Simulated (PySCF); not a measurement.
Cl4HSi2, SMILES Cl[Si]([SiH]Cl)(Cl)Cl, multiplicity 2.

Geometry optimised at ωB97X-D3(BJ)/def2-SVP. The isomer is the one that the SMILES or the coordinates give; other isomers of the formula were not compared. The values are those of a single conformer.

Computed with SMD-PBE0/def2-SVP (PySCF).

Solvation free energies are E(SMD) − E(gas) at the gas-phase geometry, for 1 M in both phases. In vacuum the dipole moment is 1.30 D.

Computed solvation free energies in water, ethanol, ethylethanoate:
```tsv
solvent	ΔG(solv) (kcal/mol)	its non-electrostatic (CDS) part	dipole (D)
water	0.7	2.0	1.86
ethanol	-4.9	-3.7	1.83
ethylethanoate	-4.6	-3.6	1.71
```
